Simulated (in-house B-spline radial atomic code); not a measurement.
Radial electron density of Rh³⁺, [Ar] 3d10 4s2 4p5 4d6 6s1. Level of theory: Dirac-Hartree-Fock, average of configuration, Fermi nucleus of rms radius 4.4945 fm; calculated with a radial B-spline atomic code at the basis-set limit.

Columns: r (bohr), 4πr²n(r) (electrons per bohr), bar.

```
 0.00136    1.849 #
 0.00171    2.762 ##
 0.00214     4.06 ##
 0.00267     5.88 ####
 0.00335    8.491 #####
 0.00419    12.02 #######
 0.00524    16.68 ##########
 0.00656    22.65 ##############
 0.00821    29.86 ##################
  0.0103    38.03 #######################
  0.0129     46.2 ############################
  0.0161    53.03 #################################
  0.0201    57.18 ###################################
  0.0252    57.56 ###################################
  0.0316    54.39 #################################
  0.0395    50.35 ###############################
  0.0494    49.53 ##############################
  0.0619       55 ##################################
  0.0774    64.82 ########################################
  0.0969    71.62 ############################################
   0.121    68.06 ##########################################
   0.152    55.67 ##################################
    0.19    46.96 #############################
   0.238    50.05 ###############################
   0.297    56.47 ###################################
   0.372    50.99 ###############################
   0.466    33.02 ####################
   0.583    17.83 ###########
    0.73    13.95 #########
   0.913    14.83 #########
    1.14    12.58 ########
    1.43     7.52 #####
    1.79    3.298 ##
    2.24    1.048 #
     2.8   0.2012 
    3.51   0.1333 
    4.39    0.301 
     5.5   0.2618 
    6.88  0.09374 
    8.61  0.01323 
    10.8 0.0006157 
    13.5 8.265e-06 
    16.9 2.137e-08
```

On this grid the curve has 5 maxima, near 0.0252, 0.0969, 0.297, 0.913, 4.39 bohr.

The 4p1/2 radial function P(r) = rR(r), positive near the nucleus, with its small component Q(r) (sign convention: Q ≈ (P' + κP/r)/2c):

```json
{"r (bohr)": "0.000871", "P": "0.001239", "Q": "0.004941"}
{"r (bohr)": "0.00136", "P": "0.00221", "Q": "0.007415"}
{"r (bohr)": "0.00214", "P": "0.004152", "Q": "0.01111"}
{"r (bohr)": "0.00335", "P": "0.008054", "Q": "0.01634"}
{"r (bohr)": "0.00524", "P": "0.01607", "Q": "0.02351"}
{"r (bohr)": "0.00821", "P": "0.03261", "Q": "0.03275"}
{"r (bohr)": "0.0129", "P": "0.06584", "Q": "0.04325"}
{"r (bohr)": "0.0201", "P": "0.1262", "Q": "0.05203"}
{"r (bohr)": "0.0316", "P": "0.225", "Q": "0.0538"}
{"r (bohr)": "0.0494", "P": "0.3406", "Q": "0.04119"}
{"r (bohr)": "0.0774", "P": "0.3798", "Q": "0.01183"}
{"r (bohr)": "0.121", "P": "0.169", "Q": "-0.02036"}
{"r (bohr)": "0.19", "P": "-0.3251", "Q": "-0.02813"}
{"r (bohr)": "0.297", "P": "-0.5919", "Q": "-0.004118"}
{"r (bohr)": "0.466", "P": "0.01202", "Q": "0.0175"}
{"r (bohr)": "0.73", "P": "0.9641", "Q": "0.01188"}
{"r (bohr)": "1.14", "P": "1.005", "Q": "-0.0002626"}
{"r (bohr)": "1.79", "P": "0.3743", "Q": "-0.001793"}
{"r (bohr)": "2.8", "P": "0.04475", "Q": "-0.0003115"}
```
